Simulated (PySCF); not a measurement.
C₂H₆OSi.
Structure used (PBE0-D3(BJ)/def2-SVP), in Å, numbered top down from 1:
```xyz
10
C2H6OSi angstrom
C      1.4784    0.0693   -0.0005
C      0.5356   -0.8456    0.2546
Si    -1.2058   -0.3635    0.7264
O     -1.4182    1.2818    0.5389
H      2.5026   -0.2022   -0.2801
H      1.2602    1.1415    0.0672
H      0.8031   -1.9082    0.1771
H     -2.1727   -1.1429   -0.1126
H     -1.4822   -0.6467    2.1624
H     -1.4030    1.6083   -0.3653
```

The closed-shell ground state was solved at several levels (PySCF, density fitting, gas phase, non-relativistic).

```json
{"level": "CAM-B3LYP/pcSseg-2", "basis functions": "235", "HOMO (eV)": "-9.32", "LUMO (eV)": "0.51", "gap (eV)": "9.83", "dipole (D)": "1.68"}
{"level": "CAM-B3LYP/def2-SVPD", "basis functions": "135", "HOMO (eV)": "-9.32", "LUMO (eV)": "0.56", "gap (eV)": "9.88", "dipole (D)": "1.66"}
```

Problem. Estimate the row for PBE0/pcSseg-1, a basis of 105 functions; the other rows only guide the guess.

Solution. HOMO -7.98 eV, LUMO -0.47 eV, gap 7.51 eV, dipole 1.71 D.

Problem. Over all these levels, which gives the widest orbital gap and which the narrowest?

Solution. CAM-B3LYP/def2-SVPD (range-separated hybrid) has the widest, 9.88 eV, and PBE0/pcSseg-1 (global hybrid, 25 % exact exchange) the narrowest, 7.51 eV. Functional and basis both differ between the two, so the spread mixes both effects.

Problem. How far do the dipole and the HOMO energy spread over the levels?

Solution. The dipole runs from 1.66 to 1.71 D (mean 1.68 D) and the HOMO from -9.32 to -7.98 eV.

One conformer stands for the species.
